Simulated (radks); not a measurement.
Task: Coherent X-ray form factor from a spherical all-electron density. All-electron calculation, scalar-relativistic Kohn-Sham, r2SCAN, spin-polarised, spherical densities, finite nucleus; meta-GGA in the generalised Kohn-Sham scheme; Fermi nuclear charge, rms radius of each element as measured or else 0.836 A^(1/3) + 0.57 fm. Program: a radial shooting solver on a logarithmic mesh with Libxc functionals.

| sin(theta)/lambda (1/angstrom) | f0 (electrons) |
|---|---|
| 0.05 | 78.207 |
| 0.1 | 75.988 |
| 0.15 | 72.743 |
| 0.2 | 68.938 |
| 0.25 | 64.965 |
| 0.3 | 61.081 |
| 0.4 | 54.066 |
| 0.5 | 48.219 |
| 0.6 | 43.377 |
| 0.8 | 35.706 |
| 1 | 29.651 |
| 1.25 | 23.751 |
| 1.5 | 19.599 |
| 2 | 15.056 |

The species is in the configuration that NIST lists as its ground one. Which atom or ion scatters so?

Result: The thallium ion Tl2+, [Xe] 4f14 5d10 6s1. Extrapolating in s^2 from the first two rows gives f0(0) = 78.9, near the electron count 79; among species with that count, the fall with angle is slower the higher Z, and the table is that of Z = 81; from so few rows the species is fixed only to a neighbour or two.
